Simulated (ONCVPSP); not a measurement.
**Varying the ONCV potential for erbium (Er)**

Base potential:

erbium (Er), optimised norm-conserving Vanderbilt (ONCV), made with ONCVPSP 4.0.1 (LDA (Perdew-Zunger), fully relativistic). Core [Kr] 4d10, reference 4f12 5s2 5p6 6s1.5 (charge +0.5). Waves: 5s+6s: rc 2.20 bohr, ncon 4, nbas 7, qcut 7.1 1/bohr, 2 projectors; 5p: rc 2.25 bohr, ncon 3, nbas 6, qcut 6.4 1/bohr, 1 projector; d scattering state at 0.37 Ha: rc 2.40 bohr, ncon 4, nbas 8, qcut 4.8 1/bohr, 2 projectors, debl 0.9 Ha; 4f: rc 1.05 bohr, ncon 4, nbas 9, qcut 19.4 1/bohr, 2 projectors, debl 3.6 Ha. Local part: polynomial inside 1.05 bohr (lpopt 2, dvloc0 1 Ha). Core correction: Teter function, fcfact 5, rcfact 1.45.

Open shells are filled in proportion to 2j + 1.

In the d channel the program set the typed energies aside and used 0.050, 0.950 Ha (j = l + 1/2; the other j can differ).

Cutoffs, loose and tight: the cutoffs (Ha) at which the residual kinetic energy of the hardest occupied pseudo-wave falls to 1 and 0.1 mHa per electron. They do not see the model core or the augmentation charge, which bear on the density cutoff. Test errors are all-electron minus pseudo excitation energies from the reference, over the configurations 4f12 5s2 5p6 6s2; 4f12 5s2 5p6 6s1; 4f12 5s2 5p6 6s0; 4f11 5s2 5p6 5d1 6s1. A dash means not determined; rows that change the core or the reference have their own tests.

A true bound ghost makes a file unfit for plane-wave use even where its test errors are small: the radial tests pick states by their node count and pass the ghost by.

```tsv
change	outcome	cutoff, loose	cutoff, tight	bound ghosts	GHOST(+) flags above zero	largest test error (meV)
base	generated, projector energies reset by the program	145 Ha	164 Ha	none	s	tests left out (the all-electron energies of this program are off by 10 to 40 meV for near-neutral 4f atoms)
s: qcut 6.5; p: qcut 5.8; d: qcut 4.4; f: qcut 17.7	generated, projector energies reset by the program	126 Ha	141 Ha	d5/2	s, d3/2	tests left out (the all-electron energies of this program are off by 10 to 40 meV for near-neutral 4f atoms)
local potential polynomial inside 0.80 bohr (lpopt 5, dvloc0 2 Ha)	generated, projector energies reset by the program	145 Ha	164 Ha	s, p3/2, p1/2	d5/2, d3/2	tests left out (the all-electron energies of this program are off by 10 to 40 meV for near-neutral 4f atoms)
f: rc 1.24	failed: ERROR pspot: first pseudo wave function has node, program will stop	–	–	–	–	–
p: nbas 7	generated, projector energies reset by the program	145 Ha	164 Ha	none	s	tests left out (the all-electron energies of this program are off by 10 to 40 meV for near-neutral 4f atoms)
d: rc 3.4	generated, projector energies reset by the program	145 Ha	164 Ha	none	s	tests left out (the all-electron energies of this program are off by 10 to 40 meV for near-neutral 4f atoms)
all radii but the core radius scaled by about 1.21 (s 2.66, p 2.72, d 2.90, f 1.26 bohr); local potential polynomial inside 1.26 bohr (lpopt 2, dvloc0 1 Ha)	failed: ERROR pspot: first pseudo wave function has node, program will stop	–	–	–	–	–
local potential polynomial inside 1.05 bohr (lpopt 2, dvloc0 -1 Ha)	generated, projector energies reset by the program	145 Ha	164 Ha	none	s	tests left out (the all-electron energies of this program are off by 10 to 40 meV for near-neutral 4f atoms)
```

Q: What comes out with this change to the base: f: qcut 20?

A: outcome: generated, projector energies reset by the program; cutoff, loose: 142 Ha; cutoff, tight: 162 Ha; bound ghosts: none; GHOST(+) flags above zero: s; largest test error (meV): tests left out (the all-electron energies of this program are off by 10 to 40 meV for near-neutral 4f atoms).

Q: What comes out with this change to the base: scalar-relativistic?

A: outcome: generated, projector energies reset by the program; cutoff, loose: 141 Ha; cutoff, tight: 159 Ha; bound ghosts: none; GHOST(+) flags above zero: s; largest test error (meV): tests left out (the all-electron energies of this program are off by 10 to 40 meV for near-neutral 4f atoms).
